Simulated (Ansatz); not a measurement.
Ansatz (a first-principles code) input (B3LYP-D3(BJ)/def2-TZVP):

Ansatz 0.2 input:
```yaml
crystal:
  periodic: [false, false, false]
  atoms:
    - {symbol: In, position_ang: [-0.01073633, 0.03309872, 0.00852153]}
    - {symbol: Cl, position_ang: [2.26547636, -0.23721636, -0.47084565]}
    - {symbol: Cl, position_ang: [-0.93573841, -1.01468545, 1.89187762]}
    - {symbol: Cl, position_ang: [-1.37284695, 1.32049653, -1.39717268]}
basis:
  gaussian:
    orbitals: def2-TZVP
hamiltonian:
  xc: b3lyp
  dispersion: d3bj
total_charge: 1
magnetization: {spin_polarized: true, initial_magnetization: 1}
relax: {f_tol: 0.002, max_steps: 150}
```

Output:

```
Functional definition: B3LYP
integrals: 0.10 GiB planned
1254 factors; their error is unknown
mean field: 1.24 GiB planned
mean field evaluation 1: about -42735.8376 eV, gradient 2.5e1 eV
mean field evaluation 2: about -42733.3224 eV, gradient 3.5e1 eV
mean field evaluation 4: about -42738.2916 eV, gradient 8.6e0 eV
mean field evaluation 8: about -42738.8011 eV, gradient 1.9e-1 eV
mean field evaluation 16: about -42738.9226 eV, gradient 2.2e-3 eV
mean field evaluation 32: about -42738.9226 eV, gradient 1.4e-4 eV
mean field evaluation 64: about -42738.8888 eV, gradient 4.7e-1 eV
mean field evaluation 96: about -42738.8005 eV, gradient 4.5e-1 eV
mean field -42738.92259390 eV, -1570.6264358437 hartree, gradient 1.9e-7 eV, S^2 0.754221; 10 other end points of the search recorded, 0 dependent functions left out
the calculation of the forces begins
reference -42738.92286997 eV, -1570.6264459891 hartree; 36, 35 occupied and 125, 126 virtual orbitals, 1254 factors
relax step   1: F+E_penalty+E_count = -42739.16341171 eV  Δ(F+E_penalty+E_count) = +0.000e0 eV  max|allowed force component| = 1.237e-1 eV/Å  Δτ_max = 0.0000 Å  (586 SCF iters, accepted)
these checks for a lower state are left out or cut short: starts, cluster_reference, orbital_swaps, neighbouring_geometries, increment
integrals: 0.10 GiB planned
1254 factors; their error is unknown
mean field: 1.24 GiB planned
mean field -42738.92318085 eV, -1570.6264574135 hartree, gradient 4.0e-6 eV, S^2 0.754201; 1 other end points of the search recorded, 0 dependent functions left out
the calculation of the forces begins
reference -42738.92345626 eV, -1570.6264675348 hartree; 36, 35 occupied and 125, 126 virtual orbitals, 1254 factors
relax step   2: F+E_penalty+E_count = -42739.16546742 eV  Δ(F+E_penalty+E_count) = -2.056e-3 eV  max|allowed force component| = 2.365e-2 eV/Å  Δτ_max = 0.0132 Å  (152 SCF iters, accepted)
these checks for a lower state are left out or cut short: starts, cluster_reference, orbital_swaps, neighbouring_geometries, increment
integrals: 0.10 GiB planned
1254 factors; their error is unknown
mean field: 1.24 GiB planned
mean field evaluation 128: about -42738.8023 eV, gradient 2.1e-1 eV
mean field -42738.92347611 eV, -1570.6264682643 hartree, gradient 2.0e-7 eV, S^2 0.754204; 1 other end points of the search recorded, 0 dependent functions left out
the calculation of the forces begins
reference -42738.92375160 eV, -1570.6264783885 hartree; 36, 35 occupied and 125, 126 virtual orbitals, 1254 factors
relax step   3: F+E_penalty+E_count = -42739.16557691 eV  Δ(F+E_penalty+E_count) = -1.095e-4 eV  max|allowed force component| = 2.337e-2 eV/Å  Δτ_max = 0.0033 Å  (210 SCF iters, accepted)
these checks for a lower state are left out or cut short: starts, cluster_reference, orbital_swaps, neighbouring_geometries, increment
integrals: 0.10 GiB planned
1254 factors; their error is unknown
mean field: 1.24 GiB planned
mean field evaluation 160: about -42738.9244 eV, gradient 1.8e-5 eV
mean field -42738.92435045 eV, -1570.6265003957 hartree, gradient 9.0e-6 eV, S^2 0.754217; 1 other end points of the search recorded, 0 dependent functions left out
the calculation of the forces begins
reference -42738.92462600 eV, -1570.6265105221 hartree; 36, 35 occupied and 125, 126 virtual orbitals, 1254 factors
relax step   4: F+E_penalty+E_count = -42739.16620058 eV  Δ(F+E_penalty+E_count) = -6.237e-4 eV  max|allowed force component| = 9.129e-2 eV/Å  Δτ_max = 0.0245 Å  (156 SCF iters, accepted)
these checks for a lower state are left out or cut short: starts, cluster_reference, orbital_swaps, neighbouring_geometries, increment
integrals: 0.10 GiB planned
1254 factors; their error is unknown
mean field: 1.24 GiB planned
mean field evaluation 192: about -42738.8693 eV, gradient 2.3e-5 eV
mean field -42738.92695363 eV, -1570.6265960606 hartree, gradient 3.4e-6 eV, S^2 0.754250; 1 other end points of the search recorded, 0 dependent functions left out
the calculation of the forces begins
reference -42738.92722917 eV, -1570.6266061867 hartree; 36, 35 occupied and 125, 126 virtual orbitals, 1254 factors
relax step   5: F+E_penalty+E_count = -42739.16863490 eV  Δ(F+E_penalty+E_count) = -2.434e-3 eV  max|allowed force component| = 2.001e-1 eV/Å  Δτ_max = 0.0408 Å  (161 SCF iters, accepted)
these checks for a lower state are left out or cut short: starts, cluster_reference, orbital_swaps, neighbouring_geometries, increment
integrals: 0.10 GiB planned
1254 factors; their error is unknown
mean field: 1.24 GiB planned
mean field -42738.93402295 eV, -1570.6268558533 hartree, gradient 4.2e-7 eV, S^2 0.754325; 1 other end points of the search recorded, 0 dependent functions left out
the calculation of the forces begins
reference -42738.93429832 eV, -1570.6268659729 hartree; 36, 35 occupied and 125, 126 virtual orbitals, 1254 factors
relax step   6: F+E_penalty+E_count = -42739.17595245 eV  Δ(F+E_penalty+E_count) = -7.318e-3 eV  max|allowed force component| = 3.466e-1 eV/Å  Δτ_max = 0.0700 Å  (221 SCF iters, accepted)
these checks for a lower state are left out or cut short: starts, cluster_reference, orbital_swaps, neighbouring_geometries, increment
integrals: 0.10 GiB planned
1254 factors; their error is unknown
mean field: 1.24 GiB planned
mean field evaluation 224: about -42738.9521 eV, gradient 2.2e-3 eV
mean field -42738.95206914 eV, -1570.6275190389 hartree, gradient 6.0e-6 eV, S^2 0.754547; 1 other end points of the search recorded, 0 dependent functions left out
the calculation of the forces begins
reference -42738.95234408 eV, -1570.6275291424 hartree; 36, 35 occupied and 125, 126 virtual orbitals, 1254 factors
relax step   7: F+E_penalty+E_count = -42739.19523389 eV  Δ(F+E_penalty+E_count) = -1.928e-2 eV  max|allowed force component| = 5.280e-1 eV/Å  Δτ_max = 0.0970 Å  (266 SCF iters, accepted)
these checks for a lower state are left out or cut short: starts, cluster_reference, orbital_swaps, neighbouring_geometries, increment
integrals: 0.10 GiB planned
1254 factors; their error is unknown
mean field: 1.24 GiB planned
mean field evaluation 256: about -42739.0710 eV, gradient 1.2e-5 eV
mean field -42739.07098135 eV, -1570.6318889819 hartree, gradient 1.2e-5 eV, S^2 0.757459; 1 other end points of the search recorded, 0 dependent functions left out
the calculation of the forces begins
reference -42739.07125287 eV, -1570.6318989600 hartree; 36, 35 occupied and 125, 126 virtual orbitals, 1254 factors
relax step   8: F+E_penalty+E_count = -42739.31789524 eV  Δ(F+E_penalty+E_count) = -1.227e-1 eV  max|allowed force component| = 6.429e-1 eV/Å  Δτ_max = 0.1935 Å  (94 SCF iters, accepted)
these checks for a lower state are left out or cut short: starts, cluster_reference, orbital_swaps, neighbouring_geometries, increment
integrals: 0.10 GiB planned
1254 factors; their error is unknown
mean field: 1.24 GiB planned
mean field -42739.23141231 eV, -1570.6377847107 hartree, gradient 1.2e-5 eV, S^2 0.756694; 0 other end points of the search recorded, 0 dependent functions left out
the calculation of the forces begins
reference -42739.23168135 eV, -1570.6377945979 hartree; 36, 35 occupied and 125, 126 virtual orbitals, 1254 factors
relax step   9: F+E_penalty+E_count = -42739.48454677 eV  Δ(F+E_penalty+E_count) = -1.667e-1 eV  max|allowed force component| = 3.091e-1 eV/Å  Δτ_max = 0.1959 Å  (56 SCF iters, accepted)
these checks for a lower state are left out or cut short: starts, cluster_reference, orbital_swaps, neighbouring_geometries, increment
integrals: 0.10 GiB planned
1254 factors; their error is unknown
mean field: 1.24 GiB planned
mean field -42739.31467599 eV, -1570.6408445947 hartree, gradient 1.1e-5 eV, S^2 0.755364; 0 other end points of the search recorded, 0 dependent functions left out
the calculation of the forces begins
reference -42739.31494195 eV, -1570.6408543685 hartree; 36, 35 occupied and 125, 126 virtual orbitals, 1254 factors
relax step  10: F+E_penalty+E_count = -42739.57327097 eV  Δ(F+E_penalty+E_count) = -8.872e-2 eV  max|allowed force component| = 1.796e-1 eV/Å  Δτ_max = 0.1953 Å  (50 SCF iters, accepted)
these checks for a lower state are left out or cut short: starts, cluster_reference, orbital_swaps, neighbouring_geometries, increment
integrals: 0.10 GiB planned
1254 factors; their error is unknown
mean field: 1.24 GiB planned
mean field -42739.31795986 eV, -1570.6409652747 hartree, gradient 2.4e-5 eV, S^2 0.755368; 0 other end points of the search recorded, 0 dependent functions left out
the calculation of the forces begins
reference -42739.31822559 eV, -1570.6409750401 hartree; 36, 35 occupied and 125, 126 virtual orbitals, 1254 factors
relax step  11: F+E_penalty+E_count = -42739.57636098 eV  Δ(F+E_penalty+E_count) = -3.090e-3 eV  max|allowed force component| = 2.368e-1 eV/Å  Δτ_max = 0.0652 Å  (45 SCF iters, accepted)
these checks for a lower state are left out or cut short: starts, cluster_reference, orbital_swaps, neighbouring_geometries, increment
integrals: 0.10 GiB planned
1254 factors; their error is unknown
mean field: 1.24 GiB planned
mean field evaluation 288: about -42739.3242 eV, gradient 4.0e-4 eV
mean field -42739.32415445 eV, -1570.6411929218 hartree, gradient 2.0e-5 eV, S^2 0.755418; 0 other end points of the search recorded, 0 dependent functions left out
the calculation of the forces begins
reference -42739.32442051 eV, -1570.6412026992 hartree; 36, 35 occupied and 125, 126 virtual orbitals, 1254 factors
relax step  12: F+E_penalty+E_count = -42739.58192925 eV  Δ(F+E_penalty+E_count) = -5.568e-3 eV  max|allowed force component| = 2.317e-2 eV/Å  Δτ_max = 0.0392 Å  (43 SCF iters, accepted)
these checks for a lower state are left out or cut short: starts, cluster_reference, orbital_swaps, neighbouring_geometries, increment
integrals: 0.10 GiB planned
1254 factors; their error is unknown
mean field: 1.25 GiB planned
mean field -42739.32373416 eV, -1570.6411774764 hartree, gradient 1.2e-5 eV, S^2 0.755395; 0 other end points of the search recorded, 0 dependent functions left out
the calculation of the forces begins
reference -42739.32400002 eV, -1570.6411872463 hartree; 36, 35 occupied and 125, 126 virtual orbitals, 1254 factors
relax step  13: F+E_penalty+E_count = -42739.58188028 eV  Δ(F+E_penalty+E_count) = +4.897e-5 eV  max|allowed force component| = 3.355e-2 eV/Å  Δτ_max = 0.0071 Å  (43 SCF iters, rejected (line search))
these checks for a lower state are left out or cut short: starts, cluster_reference, orbital_swaps, neighbouring_geometries, increment
integrals: 0.10 GiB planned
1254 factors; their error is unknown
mean field: 1.24 GiB planned
mean field -42739.32411504 eV, -1570.6411914735 hartree, gradient 1.0e-5 eV, S^2 0.755393; 0 other end points of the search recorded, 0 dependent functions left out
the calculation of the forces begins
reference -42739.32438103 eV, -1570.6412012484 hartree; 36, 35 occupied and 125, 126 virtual orbitals, 1254 factors
relax step  14: F+E_penalty+E_count = -42739.58200011 eV  Δ(F+E_penalty+E_count) = -7.086e-5 eV  max|allowed force component| = 1.218e-2 eV/Å  Δτ_max = 0.0032 Å  (43 SCF iters, accepted)
these checks for a lower state are left out or cut short: starts, cluster_reference, orbital_swaps, neighbouring_geometries, increment
integrals: 0.10 GiB planned
1254 factors; their error is unknown
mean field: 1.24 GiB planned
mean field -42739.32412374 eV, -1570.6411917929 hartree, gradient 1.1e-5 eV, S^2 0.755403; 0 other end points of the search recorded, 0 dependent functions left out
the calculation of the forces begins
reference -42739.32438971 eV, -1570.6412015672 hartree; 36, 35 occupied and 125, 126 virtual orbitals, 1254 factors
relax step  15: F+E_penalty+E_count = -42739.58205375 eV  Δ(F+E_penalty+E_count) = -5.364e-5 eV  max|allowed force component| = 4.545e-4 eV/Å  Δτ_max = 0.0037 Å  (43 SCF iters, accepted)
integrals: 0.10 GiB planned
1254 factors; their error is unknown
mean field: 1.24 GiB planned
mean field evaluation 320: about -42739.2017 eV, gradient 1.2e-1 eV
mean field -42739.32412374 eV, -1570.6411917929 hartree, gradient 1.1e-5 eV, S^2 0.755403; 3 other end points of the search recorded, 0 dependent functions left out
the calculation of the forces begins
reference -42739.32438971 eV, -1570.6412015672 hartree; 36, 35 occupied and 125, 126 virtual orbitals, 1254 factors
Total energy: -42739.58231972 eV, -1570.6506803203 hartree
Atom 0 at    -0.251460     0.249129    -0.233059 Å, force     0.000099    -0.000454    -0.000001 eV/Å
Atom 1 at     1.985704    -0.535878     0.082025 Å, force     0.000045     0.000272    -0.000249 eV/Å
Atom 2 at    -0.220484    -1.093449     1.746345 Å, force    -0.000339     0.000216    -0.000021 eV/Å
Atom 3 at    -1.567606     1.481892    -1.562930 Å, force     0.000194    -0.000034     0.000271 eV/Å
Dipole moment:     0.055744    -0.051863     0.056076 e Å
```
